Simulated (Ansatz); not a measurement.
Born–Oppenheimer molecular dynamics of FGeH₅S (8 atoms, charge 0, multiplicity 1). It starts at the highest image of a converged band, a first-order saddle point between two minima.

All numbers below come from RKS PBE0/def2-SVP in Ansatz.

```json
{
 "ensemble": "NVE (velocity Verlet)",
 "time step": "0.5 fs",
 "steps asked": "200",
 "starting velocities drawn for": "100 K",
 "seed": "5898"
}
```

First frame:

```xyz
8
Properties=species:S:1:pos:R:3
Ge -0.512 0.094 -0.742
F 1.257 -0.899 -0.406
H 0.022 0.056 -2.193
H -0.850 1.572 -0.465
H -1.664 -0.903 -0.590
H 1.050 -0.784 0.696
S 0.018 -0.155 1.805
H 0.677 1.021 1.894
```

Task: How far do the bonds stretch over the last three quarters of this one trajectory? (Pairs bonded in most of those frames.)

Result: 
```csv
bond,mean (Å),spread (Å),shortest,longest
Ge1–H3,1.540,0.028,1.49,1.59
Ge1–H4,1.545,0.006,1.53,1.56
Ge1–H5,1.535,0.003,1.53,1.54
Ge1–S7,2.483,0.144,2.15,2.61
F2–H6,1.003,0.064,0.92,1.11
S7–H8,1.352,0.022,1.32,1.38
```

Mean temperature of the second half: 743 K. The conserved energy stayed within 0.05 meV per atom of its start (net change 0.015 meV per atom), so the integration is sound. The kinetic energy rose, since the run started high on the potential surface and went downhill. It ends in pieces (FH + GeH4S), so much of that is their flight and rotation, not heat. A run of 0.1 ps of so small a system gives no equilibrium averages. The orbitals stay closed-shell, which can raise the energy where a bond breaks towards radicals; this wasn't checked here.

Time of the run: 4.7 min on 2 threads of Intel(R) Xeon(R) Platinum 8488C (Sapphire Rapids) (shared host), peak memory 0.2 GiB.
